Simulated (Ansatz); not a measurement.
The same group exchange along the group B, Al, In.

Program: Ansatz. Geometries: PBE0-D4/def2-TZVP. ΔE: electronic, gas phase. CCSD(T)/CBS adds triple-zeta CCSD(T) − MP2 to the extrapolated MP2 energy (def2 sets, frozen cores). This one scheme is used for every species. DFT in def2-TZVPP. Elements past krypton have def2 core potentials. For In outer-core shells are correlated without core-valence functions, which leaves a few kJ/mol of doubt a bond. Each species was taken in one conformer, which may not be the lowest.

```
                                                              reaction  PBE0-D4 (kJ/mol)  r2SCAN-D4 (kJ/mol)  ωB97X-V (kJ/mol)  HF/CBS(def2) (kJ/mol)
                 `COBCl` + `FC1=C[SiH2]1` → `CC1=C(F)[SiH2]1` + `OBCl`               -75                 -72               -67                    -60
`C[O][AlH][Cl]` + `FC1=C[SiH2]1` → `CC1=C(F)[SiH2]1` + `[OH][AlH][Cl]`               -77                 -75               -70                    -62
`C[O][InH][Cl]` + `FC1=C[SiH2]1` → `CC1=C(F)[SiH2]1` + `[OH][InH][Cl]`               -80                 -78               -74                    -69
```

Question: Give the CCSD(T)/CBS values in the same order. (Best estimate.)

Answer: Computed: -71, -76, -77 kJ/mol.

Largest T1 diagnostic: 0.016, for `C[O][InH][Cl]`.
